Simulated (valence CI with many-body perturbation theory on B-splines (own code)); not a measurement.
**La³⁵⁺: E2, M1 decay**

Method: valence CI with perturbative core correlation (CI+MBPT): four valence electrons over a frozen Dirac-Fock core [Ar], radial functions for each j: 7 s, 7 p, 8 d, 6 f, 4 g, 1 h, with the one-electron correlation potential Σ1, the two-electron term Σ2, the three-electron term Σ3, Breit, model QED; selected CI, second order for the rest, scaled by the run's own slope (own B-spline code, finite nucleus).

No measured spectrum was set against this ion. As an estimate, large intervals hold to a few tenths of a per cent, small ones and those within an open d or f shell to about a per cent. Only levels of the ground parity were solved; by the run's estimate the other parity begins above the list, which can be wrong where configurations are misplaced.

Lines 1 to 50 of 120 in falling wavelength, among levels below 974890 cm⁻¹, chosen from the decays that carry over 1 % of a level's rate. Wavelengths and rates use the calculated energies. Electric multipoles are in the length gauge, E1 and E2 with the static RPA response of the core. Weak lines are less certain than strong ones. Lines between different terms over intervals too small for the method are left out, as are lines whose strength nearly cancels. The highest levels of a list are the least certain. Branching is blank where the lifetime is uncertain.

Levels are named by their leading jj configuration (3d3/2^4 stands for four electrons in 3d with j = 3/2), which in mixed levels can hold well under half, so a name can repeat and another be missing. Letters in brackets count levels of one name in rising energy.

```
λ vac (Å)                      Upper                      Lower  Type   A (s⁻¹)  Branch %
     8553        (3d3/2^3 3d5/2) J=4        (3d3/2^3 3d5/2) J=2    E2  1.20e-06          
     7123        (3d3/2^3 3d5/2) J=3        (3d3/2^3 3d5/2) J=4    M1  3.76e+01       8.0
     5851      (3d3/2^2 3d5/2^2) J=6      (3d3/2^2 3d5/2^2) J=5    M1  4.47e+01      98.7
     3886        (3d3/2^3 3d5/2) J=3        (3d3/2^3 3d5/2) J=2    M1  4.33e+02      92.0
     2692  (3d3/2^2 3d5/2^2) J=2 [b]      (3d3/2^2 3d5/2^2) J=1    M1  5.13e+02       2.7
     2496      (3d3/2^2 3d5/2^2) J=5  (3d3/2^2 3d5/2^2) J=4 [a]    M1  6.65e+02       2.3
     2371  (3d3/2^2 3d5/2^2) J=4 [b]      (3d3/2^2 3d5/2^2) J=5    M1  1.78e+02       1.3
     1673        (3d3/2^3 3d5/2) J=2        (3d3/2^3 3d5/2) J=1    M1  6.83e+03     100.0
     1532  (3d3/2^2 3d5/2^2) J=4 [b]  (3d3/2^2 3d5/2^2) J=3 [a]    M1  2.72e+03      20.5
     1484      (3d3/2^2 3d5/2^2) J=1  (3d3/2^2 3d5/2^2) J=0 [a]    M1  4.55e+03       4.9
     1370  (3d3/2^2 3d5/2^2) J=3 [b]  (3d3/2^2 3d5/2^2) J=3 [a]    M1  6.63e+02          
     1282  (3d3/2^2 3d5/2^2) J=2 [b]  (3d3/2^2 3d5/2^2) J=2 [a]    M1  3.00e+03      15.7
     1216  (3d3/2^2 3d5/2^2) J=4 [b]  (3d3/2^2 3d5/2^2) J=4 [a]    M1  6.28e+02       4.8
     1210  (3d3/2^2 3d5/2^2) J=2 [d]  (3d3/2^2 3d5/2^2) J=2 [c]    M1  1.42e+03       4.4
     1187    (3d3/2 3d5/2^3) J=3 [c]    (3d3/2 3d5/2^3) J=2 [a]    M1  5.91e+03       6.3
     1112  (3d3/2^2 3d5/2^2) J=3 [b]  (3d3/2^2 3d5/2^2) J=4 [a]    M1  6.56e+02          
     1106    (3d3/2 3d5/2^3) J=3 [b]    (3d3/2 3d5/2^3) J=3 [a]    M1  3.47e+03       2.9
     1007  (3d3/2^2 3d5/2^2) J=4 [a]        (3d3/2^3 3d5/2) J=3    M1  6.55e+03      13.3
    981.7  (3d3/2^2 3d5/2^2) J=2 [c]      (3d3/2^2 3d5/2^2) J=1    M1  1.66e+03       1.2
    957.6    (3d3/2 3d5/2^3) J=3 [a]  (3d3/2^2 3d5/2^2) J=4 [b]    M1  4.81e+03       2.7
    949.8    (3d3/2 3d5/2^3) J=1 [b]        (3d3/2 3d5/2^3) J=0    M1  4.24e+03       2.6
    924.1    (3d3/2 3d5/2^3) J=2 [b]    (3d3/2 3d5/2^3) J=2 [a]    M1  1.03e+04       7.3
    888.4    (3d3/2 3d5/2^3) J=4 [a]      (3d3/2^2 3d5/2^2) J=5    M1  5.00e+03       4.4
    882.2  (3d3/2^2 3d5/2^2) J=4 [a]        (3d3/2^3 3d5/2) J=4    M1  4.26e+04      86.7
    866.2        (3d3/2^3 3d5/2) J=1              (3d3/2^4) J=0    M1  4.53e+04     100.0
    865.4    (3d3/2 3d5/2^3) J=2 [a]  (3d3/2^2 3d5/2^2) J=2 [c]    M1  1.45e+04       8.8
    860.1  (3d3/2^2 3d5/2^2) J=3 [a]        (3d3/2^3 3d5/2) J=3    M1  3.27e+04      55.1
    822.1    (3d3/2 3d5/2^3) J=1 [b]  (3d3/2^2 3d5/2^2) J=2 [d]    M1  2.70e+04      16.5
    819.7    (3d3/2 3d5/2^3) J=3 [b]  (3d3/2^2 3d5/2^2) J=2 [c]    M1  1.88e+03       1.6
    802.1  (3d3/2^2 3d5/2^2) J=4 [c]  (3d3/2^2 3d5/2^2) J=3 [b]    M1  1.83e+03       2.1
    798.7    (3d3/2 3d5/2^3) J=1 [a]  (3d3/2^2 3d5/2^2) J=2 [b]    M1  1.19e+04       4.9
    762.7        (3d3/2 3d5/2^3) J=5  (3d3/2^2 3d5/2^2) J=4 [b]    M1  2.68e+04      32.7
    755.4  (3d3/2^2 3d5/2^2) J=4 [c]  (3d3/2^2 3d5/2^2) J=4 [b]    M1  1.16e+03       1.3
    737.0    (3d3/2 3d5/2^3) J=4 [a]  (3d3/2^2 3d5/2^2) J=3 [a]    M1  9.68e+03       8.6
    727.5  (3d3/2^2 3d5/2^2) J=2 [a]        (3d3/2^3 3d5/2) J=2    M1  2.54e+04      23.5
    712.7    (3d3/2 3d5/2^3) J=3 [c]  (3d3/2^2 3d5/2^2) J=4 [c]    M1  2.35e+04      25.0
    704.2  (3d3/2^2 3d5/2^2) J=3 [a]        (3d3/2^3 3d5/2) J=2    M1  2.61e+04      44.0
    700.8  (3d3/2^2 3d5/2^2) J=2 [c]  (3d3/2^2 3d5/2^2) J=2 [a]    M1  8.37e+03       6.1
    695.5    (3d3/2 3d5/2^3) J=1 [b]    (3d3/2 3d5/2^3) J=1 [a]    M1  5.08e+03       3.1
    678.6  (3d3/2^2 3d5/2^2) J=2 [d]  (3d3/2^2 3d5/2^2) J=2 [b]    M1  1.12e+04      34.5
    676.5  (3d3/2^2 3d5/2^2) J=2 [d]  (3d3/2^2 3d5/2^2) J=3 [b]    M1  9.52e+03      29.2
    658.4  (3d3/2^2 3d5/2^2) J=0 [b]    (3d3/2 3d5/2^3) J=1 [a]    M1  1.26e+04      17.8
    655.1    (3d3/2 3d5/2^3) J=4 [a]  (3d3/2^2 3d5/2^2) J=4 [a]    M1  7.54e+04      66.7
    651.8      (3d3/2^2 3d5/2^2) J=5        (3d3/2^3 3d5/2) J=4    M1  2.88e+04      97.7
    640.2        (3d3/2 3d5/2^3) J=5      (3d3/2^2 3d5/2^2) J=6    M1  1.73e+04      21.0
    615.9    (3d3/2 3d5/2^3) J=1 [a]      (3d3/2^2 3d5/2^2) J=1    M1  4.32e+04      17.9
    612.4    (3d3/2 3d5/2^3) J=2 [b]    (3d3/2 3d5/2^3) J=1 [a]    M1  1.32e+04       9.3
    607.6        (3d3/2 3d5/2^3) J=6      (3d3/2^2 3d5/2^2) J=6    M1  3.44e+04      45.8
    589.2    (3d3/2 3d5/2^3) J=3 [a]  (3d3/2^2 3d5/2^2) J=3 [a]    M1  6.72e+04      37.5
    586.5      (3d3/2^2 3d5/2^2) J=6        (3d3/2^3 3d5/2) J=4    E2  5.97e-01       1.3
```
